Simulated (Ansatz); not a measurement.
The cluster Fe3⁻, relaxed as a multiplicity 10 with UKS PBE0-D4/def2-TZVPD in Ansatz, starting from the GFN2-xTB geometry. Force threshold 0.02 eV/Å.

The charge -1 multiplicity 10 is spin-contaminated (final ⟨S²⟩ up to 25.90, 24.75 for a pure state). The highest occupied level of the charge -1 multiplicity 10 lies above zero (up to 0.35 eV). The electron is either unbound and held by the finite basis, or the level is raised by self-interaction error. Another isomer (multiplicity 10) lies 0.02 eV lower at PBE0-D4/def2-TZVPD; other spin states weren't run for this one.

Start:

```xyz
3

Fe    1.577   -1.291   -0.025
Fe   -0.686    1.305    1.408
Fe   -0.891   -0.014   -1.383
```

```
         step   energy (eV)  largest force component (eV/Å)  SCF passes
            1  -103141.7030                           0.972         854
            2  -103141.8933                           0.945          81
            3  -103142.2148                           0.480          83
            4  -103142.3189                           0.199         116
            5  -103142.3442                           0.600         129
            6  -103142.4171                           0.236          96
            7  -103142.4330                           0.175         100
 8 (rejected)  -103142.4206                           0.300          71
            9  -103142.4376                           0.050          64
10 (rejected)  -103142.4147                           0.345          68
           11  -103142.4381                           0.004          58
```

Force components are those of the run's own axes.

End:

```xyz
3

Fe    1.118   -0.829    0.144
Fe   -0.358    0.893    1.134
Fe   -0.760   -0.065   -1.278
```

Bonds formed: Fe1–Fe2 (atoms count from 1).

No frequencies were taken in this run, so the end may be a saddle point.

It took 2.6 min on 4 threads of Arm Neoverse V2 on a shared host, peak host memory 0.91 GiB.
